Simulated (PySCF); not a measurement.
# Correlation energy of Sr (strontium, neutral)

[Kr] 5s2, closed-shell 1S. Computed with PySCF 2.14 in def2-TZVP with the def2 core potential (28 electrons), with a scalar-relativistic core potential. Frozen: 4s2 4p6; 2 electrons correlated.

Total MP2 correlation energy: -17.37 mhartree.

Same-spin part 0.00 and opposite-spin part -17.37 mhartree; SCS-MP2 scales them by 1/3 and 6/5 to -20.84 mhartree.

With two correlated electrons CCSD is exact within the correlated space (frozen core and kept virtual orbitals).

```json
{"level": "CCSD", "correlation energy (mhartree)": "-25.68"}
```

Diagnostics: T1 = 0.014, D1 = 0.0194, largest double amplitude 0.121.

Cost of the coupled-cluster step: 0.05 s of wall time on 1 thread of Intel(R) Xeon(R) 6975P-C (shared host), for 2 correlated electrons.

Iterations:

```
CC2 = 0
CCSD nocc = 1, nmo = 29
frozen orbitals [0, 1, 2, 3]
max_cycle = 100
direct = 0
conv_tol = 1e-08
conv_tol_normt = 1e-06
diis_space = 8
diis_start_cycle = 0
Init t2, MP2 energy = -30.3644930973464  E_corr(MP2) -0.0173702689541069
Init E_corr(CCSD) = -0.017370268954163
cycle = 1  E_corr(CCSD) = -0.0222970460143548  dE = -0.00492677706  norm(t1,t2) = 0.0570741
cycle = 2  E_corr(CCSD) = -0.0241111107273975  dE = -0.00181406471  norm(t1,t2) = 0.0257575
cycle = 3  E_corr(CCSD) = -0.0256417565145176  dE = -0.00153064579  norm(t1,t2) = 0.0134867
cycle = 4  E_corr(CCSD) = -0.0256743198187368  dE = -3.25633042e-05  norm(t1,t2) = 0.00322567
cycle = 5  E_corr(CCSD) = -0.0256873697004277  dE = -1.30498817e-05  norm(t1,t2) = 0.000714321
cycle = 6  E_corr(CCSD) = -0.0256769178046504  dE = 1.04518958e-05  norm(t1,t2) = 0.000116844
cycle = 7  E_corr(CCSD) = -0.0256823314778656  dE = -5.41367322e-06  norm(t1,t2) = 3.57316e-05
cycle = 8  E_corr(CCSD) = -0.0256814465729138  dE = 8.84904952e-07  norm(t1,t2) = 7.63293e-06
cycle = 9  E_corr(CCSD) = -0.0256814717410702  dE = -2.51681564e-08  norm(t1,t2) = 5.32456e-07
cycle = 10  E_corr(CCSD) = -0.0256814788267482  dE = -7.08567809e-09  norm(t1,t2) = 1.05047e-07
CCSD converged
E(CCSD) = -30.37280430721907  E_corr = -0.02568147882674825
```
